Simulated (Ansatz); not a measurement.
The cluster Zn2Cl6. Charge 0, multiplicity 1. Geometry r2SCAN-D4/def2-SVP; atoms count from 1.

```xyz
8

Zn    0.590    0.340    0.899
Zn    0.325    0.635   -2.185
Cl    0.152    0.841   -4.275
Cl   -0.615    1.789   -0.425
Cl   -0.850   -1.098    2.351
Cl    1.539   -0.808   -0.858
Cl    1.293    0.581    2.949
Cl   -2.435   -2.279    1.544
```

In the singlet, Cl5 and Cl8 lie 2.14 Å apart (atoms count from 1), so these atoms are partly bonded to each other. The structure comes from a short search, and lower isomers may exist.

Estimate the Mulliken populations from the PBE0/def2-TZVP orbitals of Ansatz.


```csv
atom,charge (e),d electrons
Zn1,0.59,10.14
Zn2,0.59,10.10
Cl3,-0.34,–
Cl4,-0.28,–
Cl5,0.09,–
Cl6,-0.28,–
Cl7,-0.30,–
Cl8,-0.07,–
```
Mulliken values depend strongly on the basis.

And the Mayer bond orders between heavy atoms (over 0.3)?

Zn1–Cl4 0.58 (2.30 Å); Zn1–Cl5 0.31 (2.50 Å); Zn1–Cl6 0.58 (2.30 Å); Zn1–Cl7 0.88 (2.18 Å); Zn2–Cl3 1.08 (2.11 Å); Zn2–Cl4 0.61 (2.31 Å); Zn2–Cl6 0.61 (2.31 Å); Cl5–Cl8 0.95 (2.14 Å).
